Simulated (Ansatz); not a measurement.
Species: C₃H₅O, net charge 0, doublet state. It need not be the lowest isomer of its formula. 
Structure (B3LYP-D3(BJ)/def2-TZVP (Ansatz, an electronic-structure program) minimum search):
```xyz
9

C      1.7481    -0.3854    -0.5112
C      0.8021     0.1491     0.2096
C     -0.5852     0.4707    -0.2841
O     -1.5829    -0.2119     0.4695
H      2.7726    -0.7024    -0.4004
H      0.9792     0.3713     1.2666
H     -0.6632     0.2459    -1.3519
H     -0.7931     1.5328    -0.1432
H     -1.4225    -1.1588     0.3869
```
Charge 0, spin multiplicity 2.

Quantity: atomisation energy (electronic, to ground-state atoms), in kcal/mol. Correlated levels leave the core frozen unless marked. UHF or UKS for open shells. Spin-orbit coupling is left out. No relativistic terms. The coupled-cluster limit lacks core correlation, which all-electron functionals hold. CBS(X,Y): correlation extrapolated as X^-3; Hartree-Fock from the larger set. [CCSD(T)-MP2]/basis is that difference in the basis named.

| level | program | atomisation energy (kcal/mol) |
|---|---|---|
| SVWN5/def2-TZVPD | Ansatz | 972.0 |
| PBE0-D3(BJ)/def2-TZVP | Ansatz + dftd3 | 845.4 |
| HSE06/def2-TZVPD | Ansatz | 844.3 |
| CAM-B3LYP/def2-TZVPD | Ansatz | 840.5 |
| LC-wPBE/def2-TZVPD | Ansatz | 839.3 |
| MP2/cc-pVDZ | Ansatz | 779.4 |
| RI-MP2/cc-pVTZ | Ansatz | 825.1 |

**Question.** What does RI-MP2/CBS(aug-cc-pVTZ,aug-cc-pVQZ)+[CCSD(T)-MP2]/aug-cc-pVTZ (Ansatz) give?

**Answer.** 837.8 kcal/mol, so RI-MP2/cc-pVTZ differs from it by -12.7 kcal/mol.
